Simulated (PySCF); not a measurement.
## A run, input to output

The script drives PySCF SCF with an in-house response code with single-precision fitted integrals, so total energies wander by about 1e-6 Eh between cycles (the fitting error itself is about 1e-3 Eh and cancels in differences); atoms count from 0. Pop asks for populations, which are stored and not printed.

The gap is small, so a closed-shell solution may not be the true ground state; the numbers describe that solution.

Job and coordinates (Å):

```
{"job": {"kind": "nmr", "xc": "KT3", "basis": "pcSseg-2", "pop": false}, "charge": 0, "multiplicity": 1}
C      4.652911    -0.158093    -0.161240
C      4.066668    -1.434168    -0.257450
C      2.694876    -1.577847    -0.228105
C      1.837459    -0.458862    -0.101648
C      2.438509     0.828545    -0.004041
C      3.847018     0.951935    -0.036237
C      1.602577     1.975280     0.125508
C      0.245013     1.859038     0.156703
C     -0.401775     0.589470     0.061114
C     -1.845363     0.476452     0.094434
C     -2.702720     1.595491     0.220817
C     -4.074524     1.451920     0.250156
C     -4.660887     0.175898     0.153994
C     -3.855041    -0.934171     0.029049
C     -2.446521    -0.810908    -0.003142
C     -1.610704    -1.957723    -0.132617
C     -0.253140    -1.841558    -0.163825
C      0.393899    -0.572109    -0.068320
H      5.739802    -0.051519    -0.185203
H      4.700780    -2.318288    -0.355940
H      2.274598    -2.580692    -0.304756
H      4.285749     1.950253     0.040267
H      2.072488     2.959190     0.200068
H     -0.355952     2.762476     0.257049
H     -2.282378     2.598313     0.297407
H     -4.708567     2.336093     0.348611
H     -5.747785     0.069397     0.177928
H     -4.293838    -1.932464    -0.047401
H     -2.080689    -2.941606    -0.207094
H      0.347713    -2.745081    -0.264082
```

Command:

```bash
OMP_NUM_THREADS=2 python large_run.py task.json out
```

**Question.** What does the program print?

**Answer.** 
```
nearly dependent basis: matrix products in double precision
start: PBE on a coarse grid of 25588 points
cycle   1  E = -692.3543116017  dE =  2.721e+00  |g| = 7.689e-01  |ddm| = 4.913e+00
cycle   2  E = -692.2176625521  dE =  1.366e-01  |g| = 1.039e+00  |ddm| = 2.913e+00
cycle   3  E = -692.5161385779  dE = -2.985e-01  |g| = 1.495e-01  |ddm| = 1.725e+00
cycle   4  E = -692.5174934038  dE = -1.355e-03  |g| = 1.231e-01  |ddm| = 2.804e-01
cycle   5  E = -692.5217919103  dE = -4.299e-03  |g| = 3.385e-02  |ddm| = 1.517e-01
cycle   6  E = -692.5220633674  dE = -2.715e-04  |g| = 1.433e-02  |ddm| = 4.555e-02
cycle   7  E = -692.5221141854  dE = -5.082e-05  |g| = 2.712e-03  |ddm| = 1.746e-02
final grid: 238875 points
cycle   8  E = -705.0074069819  dE = -7.112e-02  |g| = 4.250e-02  |ddm| = 1.068e+01
cycle   9  E = -705.0075460564  dE = -1.391e-04  |g| = 1.484e-02  |ddm| = 3.958e-01
cycle  10  E = -705.0074696407  dE =  7.642e-05  |g| = 2.166e-02  |ddm| = 4.529e-02
cycle  11  E = -705.0076030753  dE = -1.334e-04  |g| = 4.436e-03  |ddm| = 2.467e-02
cycle  12  E = -705.0076069343  dE = -3.859e-06  |g| = 2.614e-03  |ddm| = 6.577e-03
cycle  13  E = -705.0076088686  dE = -1.934e-06  |g| = 5.195e-04  |ddm| = 2.991e-03
cycle  14  E = -705.0076089370  dE = -6.842e-08  |g| = 1.590e-04  |ddm| = 7.104e-04
cycle  15  E = -705.0076089420  dE = -5.020e-09  |g| = 7.786e-05  |ddm| = 2.240e-04
converged SCF energy = -705.0076089420

GIAO shielding tensors (ppm)
atom      isotropic    diamagn.    paramagn.     s11        s22        s33       span
  0 C       57.557     252.313    -194.755    -44.254     49.279    167.646    211.900
  1 C       57.451     256.716    -199.265    -44.397     50.104    166.645    211.042
  2 C       61.067     266.260    -205.192    -37.802     49.708    171.297    209.099
  3 C       53.133     269.843    -216.711    -20.607      3.000    177.005    197.611
  4 C       51.589     269.183    -217.594    -19.484     -9.813    184.064    203.548
  5 C       54.646     261.839    -207.193    -39.039     50.992    151.986    191.026
  6 C       56.036     262.054    -206.018    -36.065     55.627    148.547    184.612
  7 C       62.990     266.575    -203.585    -34.760     54.803    168.926    203.687
  8 C       55.621     275.568    -219.947    -14.942      5.682    176.124    191.065
  9 C       53.128     269.513    -216.385    -20.604      2.985    177.002    197.606
 10 C       61.070     266.176    -205.106    -37.791     49.708    171.295    209.086
 11 C       57.451     256.546    -199.094    -44.395     50.103    166.645    211.040
 12 C       57.557     252.324    -194.767    -44.256     49.283    167.646    211.902
 13 C       54.644     261.779    -207.135    -39.040     50.988    151.985    191.025
 14 C       51.588     269.176    -217.589    -19.494     -9.811    184.068    203.562
 15 C       56.039     262.057    -206.018    -36.064     55.636    148.544    184.608
 16 C       62.998     266.572    -203.573    -34.732     54.795    168.933    203.665
 17 C       55.628     275.713    -220.085    -14.934      5.700    176.119    191.053
 18 H       23.743      20.046       3.697     19.495     24.680     27.055      7.559
 19 H       23.654      24.343      -0.689     19.070     24.529     27.364      8.294
 20 H       22.393      37.201     -14.808     15.155     22.802     29.223     14.067
 21 H       23.410      27.598      -4.189     18.412     23.642     28.175      9.763
 22 H       23.386      32.092      -8.706     17.824     23.954     28.380     10.555
 23 H       22.444      37.198     -14.754     14.727     23.221     29.385     14.658
 24 H       22.393      37.123     -14.730     15.154     22.802     29.223     14.069
 25 H       23.654      24.246      -0.592     19.070     24.529     27.364      8.294
 26 H       23.743      20.029       3.715     19.495     24.680     27.055      7.559
 27 H       23.410      27.629      -4.219     18.412     23.642     28.175      9.763
 28 H       23.386      32.150      -8.764     17.824     23.954     28.379     10.555
 29 H       22.446      37.259     -14.813     14.729     23.224     29.385     14.655
```

The run took 78 s of wall time on 2 threads of Arm Neoverse V1 (shared host), peak memory 1.5 GiB.
